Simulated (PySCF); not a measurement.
Structure with atom numbers: `[CH3:1][O:2][CH:3]1[CH2:4][CH2:5][CH2:6][CH2:7]1`. Each H is labelled by its parent atom. Ha(C4), Ha(C5), Ha(C6), Ha(C7) are cis to O2 on the ring; Hb(C4), Hb(C5), Hb(C6), Hb(C7) are trans to O2 on the ring.

GIAO shifts from PySCF 2.14 on PBE0-D3(BJ)/def2-SVP geometries (one conformer, non-relativistic, equivalent nuclei averaged), against TMS at the same level and in the same medium; PCM means IEF-PCM chloroform.

Measured (solution, not stated per compound (mostly CDCl3 or CCl4); Pretsch, Buehlmann, Badertscher, Structure Determination of Organic Compounds, 4th ed. (2009)): C3 82.2, C4/C7 31.4, C5/C6 23.1 ppm.

Task: Which unscaled values do PBE0/pcSseg-1, gas; PBE0/pcSseg-1, PCM; WP04/pcSseg-1, PCM; wB97X-D/pcSseg-1, PCM give, and how close are they?

Result: 
| atoms | measured | PBE0/pcSseg-1, gas | PBE0/pcSseg-1, PCM | WP04/pcSseg-1, PCM | wB97X-D/pcSseg-1, PCM |
| --- | --- | --- | --- | --- | --- |
| C3 | 82.2 | 82.5 | 83.0 | 85.5 | 82.5 |
| C4/C7 | 31.4 | 36.5 | 37.2 | 38.9 | 37.1 |
| C5/C6 | 23.1 | 28.9 | 29.3 | 31.5 | 28.9 |

Mean absolute error for ¹³C: PBE0/pcSseg-1, gas 3.7, PBE0/pcSseg-1, PCM 4.3, WP04/pcSseg-1, PCM 6.4, wB97X-D/pcSseg-1, PCM 3.9 ppm.
